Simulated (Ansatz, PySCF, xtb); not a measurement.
Dimer: aminoborane (SMILES BN) (first 6 atoms) with HF (SMILES F); geometry from B3LYP-D3(BJ)/def2-TZVP, rigid monomers moved along the line of their centres of mass till N2···H8 is 1.74 Å.
(charge 0, multiplicity 1):
```xyz
8

B      0.90642    -0.12577     0.06133
N     -0.14341     0.57943     0.66532
H      0.66260    -0.82367    -0.87059
H      1.99912    -0.02550     0.52061
H      0.01238     1.27652     1.37838
H     -1.06486     0.63324     0.25706
F     -0.90232    -1.25717     2.44797
H     -0.56266    -0.67936     1.79019
```

Interaction energies are E(AB) − E(A) − E(B) at the monomers' geometry in the complex; basis-set methods are counterpoise corrected. Rows marked so take none.

Cores are frozen in the correlated methods. Rows in 6-311+G**, 6-31G* carry no dispersion term and start afresh at each structure (6-31G* with six Cartesian d functions).

Programs: Ansatz (a program for electronic structure) with Gaussian orbitals; PySCF for 6-311+G** rows, 6-31G* rows, the dispersion terms; xtb for the GFN methods. 

```
level                              interaction energy (kcal/mol)
---------------------------------  -----------------------------
GFN-FF                                                     -6.86
GFN1-xTB                                                   -8.13
PBE-D4/def2-TZVPPD                                         -5.44
r2SCAN-D3(BJ)/def2-TZVPPD                                  -5.72
B3LYP/6-31G*                                               -3.31
B3LYP/6-311+G** (no counterpoise)                          -4.50
M06-2X/6-31G* (no counterpoise)                            -6.13
wB97M-V/def2-TZVPPD                                        -4.67
CCSD(T)/aug-cc-pVDZ                                          [?]
```

Task: Complete the blanks.

Result: 
- CCSD(T)/aug-cc-pVDZ, interaction energy (kcal/mol): -3.01
